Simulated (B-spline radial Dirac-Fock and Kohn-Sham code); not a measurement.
## Dipole and non-dipole photoemission parameters of Si³⁺ 2p3/2

System: the Si³⁺ ion, configuration [Ne] 3s1; threshold 145.9 eV (orbital energy of the model). These are calculated numbers from a radial finite-basis atomic code; the model is Dirac-Hartree-Slater photoionisation with a Latter tail; cross sections with all multipoles, angular parameters from the dipole term and its interference with E2.

Input of the calculation (task.json; shells as n, l, electrons):

```json
{"items": [{
  "Z": 14,
  "q": 3,
  "cfg": [[1, 0, 2], [2, 0, 2], [2, 1, 6], [3, 0, 1]],
  "A": 28,
  "rrms": 3.1224,
  "do": "xps",
  "hv": [60, 77.2, 80, 100, 111.0, 122.0, 300, 315.0, 318.0, 412.0, 524.0, 721.0, 762.0, 773.0, 1253.6, 2000, 2020.0, 3520.0, 4000, 4430.0, 4900.0, 5300.0, 6320.0, 6360.0, 7180.0, 7480.0, 10900.0, 12000, 13100.0]
}]}
```

Launch: `python xray2_run.py task.json out`

For linearly polarised light dσ/dΩ = σ/(4π) [1 + β P₂(cos θ) + (δ + γ cos²θ) sin θ cos φ], with θ from the polarisation vector and φ the angle between the beam and the projection of the electron momentum on the plane normal to the polarisation.

```
hν (eV)   σ (kb)      β      γ      δ
    300      758  1.488  0.115  0.015
    315      672  1.491  0.128  0.015
    318      656  1.492  0.131  0.015
    412      337  1.478  0.201  0.018
    524      175  1.433  0.269  0.022
    721     69.8  1.339  0.361  0.029
    762        ?      ?      ?      ?
    773     56.9  1.315  0.382  0.031
 1253.6     12.9  1.112  0.526  0.051
   2000     2.81  0.889  0.653  0.084
   2020     2.72  0.884  0.656  0.085
   3520    0.400  0.624  0.782  0.144
   4000    0.254  0.570  0.809  0.161
   4430    0.176  0.529  0.830  0.176
   4900    0.122  0.490  0.852  0.191
   5300   0.0917  0.461  0.869  0.203
   6320   0.0480  0.399  0.910  0.233
   6360   0.0469  0.397  0.912  0.234
   7180   0.0298  0.357  0.941  0.256
   7480   0.0256  0.344  0.952  0.264
  10900  0.00611  0.233  1.046  0.345
  12000  0.00421  0.206  1.070  0.368
  13100  0.00300  0.183  1.091  0.390
```

Question: Give the values at 762 eV.

Answer: σ = 59.4 kb, β = 1.320, γ = 0.378, δ = 0.031.
